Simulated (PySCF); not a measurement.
**Radial density of Ag²⁺ (silver, charge +2)**

UHF, [Kr] 4d9, 2D determinant. Computed with PySCF 2.14 in ANO-RCC-VTZP, with scalar relativity by spin-free X2C-1e.

```tsv
r (bohr)	4πr²ρ (e/bohr)	4πr²(ρα − ρβ)
0.0269	58.36	-0.0006
0.0452	51.40	0.0003
0.0760	70.15	0.0165
0.128	66.74	0.1044
0.215	52.86	0.2235
0.362	52.51	0.0491
0.608	16.72	0.2604
1.02	17.55	0.9455
1.72	4.533	0.3727
2.89	0.3173	0.0235
4.87	0.005130	0.0000
```

Densities and radii are taken from the X2C orbitals without a picture-change correction, which distorts them close to the nucleus.
